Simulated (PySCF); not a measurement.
# Dipole moment and polarisability of `CCSc1cnco1`

Species: C5H7NOS.
Geometry (GFN2-xTB, Å), atoms numbered from 1 in this order:
```
atom  x, y, z in Å
C1    -2.8140   -0.6168    0.2187
C2    -1.3232   -0.5826   -0.0490
S3    -0.6146    0.9742    0.6227
C4     1.0525    0.7493    0.1856
C5     2.1560    1.5342    0.3819
N6     3.2329    0.8970   -0.1570
C7     2.7728   -0.2042   -0.6426
O8     1.4461   -0.3674   -0.4724
H9    -3.2371   -1.5367   -0.1788
H10   -3.0104   -0.5721    1.2873
H11   -3.3060    0.2278   -0.2575
H12   -1.1086   -0.6002   -1.1172
H13   -0.8091   -1.4092    0.4411
H14    2.2337    2.4849    0.8627
H15    3.3246   -0.9701   -1.1472
```

Level: CAM-B3LYP/def2-SVPD (PySCF), static field, nuclei fixed, core orbitals frozen in the response. The polarisability tensor in these axes (au):

```
x   119.61   7.14  -7.66
y     7.14  81.32   9.46
z    -7.66   9.46  66.91
```

Problem. Diagonalise the tensor; give its mean and Δα, where Δα² is half the sum of the squared differences of the eigenvalues.

Solution. Principal values 60.51, 85.78 and 121.56 au; mean 89.28 au = 13.23 Å³ = 14.72 × 10⁻⁴⁰ C²·m²/J; Δα = 53.14 au (60 % of the mean).

Problem. What is the dipole moment, and where does it point?

Solution. (-2.28, -1.87, -0.54) D, 3.00 D in size, pointing from the negative to the positive side. Measured along this direction, the outermost atoms are H14 at the negative end and H9 at the positive end.

Problem. Find the Langevin capture rate constant for NO+ (29.998 u) meeting this molecule (129.025 u), k = 2.342 × 10⁻⁹ cm³/s × √(α in Å³ / reduced mass in u).

Solution. The reduced mass is 24.34 u, so k = 1.73 × 10⁻⁹ cm³/s. The formula leaves out the permanent dipole, which adds to the capture rate.

Problem. What depolarisation ratio follows for Rayleigh scattering of linearly polarised light, taking the static tensor?

Solution. ρ = 3Δα²/(45ᾱ² + 4Δα²) = 8470.4/(358710 + 11293.8) = 0.0229.

Problem. In TDDFT the mean static polarisability is Σ f/ω² over all singlet excitations (ω in hartree). How much of it do the 8 lowest give? Their energies (eV) and oscillator strengths: 4.90, 0.0004; 5.44, 0.3267; 5.76, 0.0110; 6.34, 0.0016; 6.42, 0.0378; 6.56, 0.0032; 6.84, 0.0018; 7.06, 0.0515.

Solution. They add up to 10.00 au, 11.2 % of the 89.28 au; the largest single term is 8.18 au, from the state at 5.44 eV. Terms in order: 0.01, 8.18, 0.25, 0.03, 0.68, 0.06, 0.03, 0.76 au. Higher excitations give the rest. The strengths listed sum to 0.434.

Problem. What are the principal values of the traceless quadrupole moment, Θ = ½Σq(3rr − r²1), about the centre of nuclear charge?

Solution. -4.48, -1.80, 6.28 D·Å. The values depend on the origin, since the dipole doesn't vanish. The electronic extent ⟨r²⟩ about the same centre is 1324 bohr², a root-mean-square distance of 2.34 Å for the 68 electrons.

The structure is a single GFN2-xTB conformer in the gas phase; no vibrational or solvent corrections.

These values come from a run that also computed excited states. On an Arm Neoverse N1 with one thread, shared host, this took 92 s wall, 82 s CPU.
